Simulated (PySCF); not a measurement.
A structure optimised at PBE0-D3(BJ)/def2-TZVP, used in a PySCF frequency run:

```
Sc
F 1 1.7564
F 1 1.7564 2 114.29
```
Charge +1, spin multiplicity 1.

Write its SMILES, formula and point group.

[F][Sc+][F], F₂Sc, C2v

What are its rotational constants (standard atomic weights)?

27.032, 6.1095, 4.9833 GHz
